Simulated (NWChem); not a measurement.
Molecule: SiPH5O; SMILES P[SiH2]O

```xyz
8

Si    -0.5057     0.6450     0.0106
O      0.7187     1.7768     0.1035
P      0.0923    -1.5466     0.0395
H     -1.3417     0.8927     1.2084
H     -1.3242     0.8146    -1.2254
H      1.3656     1.7762    -0.6159
H      1.1044    -1.4176     1.0332
H      1.0057    -1.4720    -1.0531
```
Atoms are numbered in this order, from 1.

Computed with NWChem. Pople sets run with spherical d functions. The geometry was optimised at B3LYP/6-31G* (spherical d). Level: PBE/6-31G* with SMD (1 M gas to 1 M solution), gas-phase geometry. Reactions with the solvent are ignored.

```tsv
solvent	dielectric constant	solvation free energy (kcal/mol)	cavity-dispersion-structure term (kcal/mol)	dipole in solution (D)
water	78.4	-4.0	3.1	2.54
dimethyl sulfoxide	46.8	-3.3	0.9	2.45
diethyl ether	4.24	-3.6	-0.5	2.29
methanol	32.6	-5.8	1.2	2.53
chloroform	4.71	-3.9	0.3	2.36
anisole	4.22	-2.8	0.4	2.29
n-hexane	1.88	?	-0.1	?
```

Question: What belongs in the gaps?

Answer: 
- n-hexane, solvation free energy (kcal/mol): -2.0
- n-hexane, dipole in solution (D): 2.10
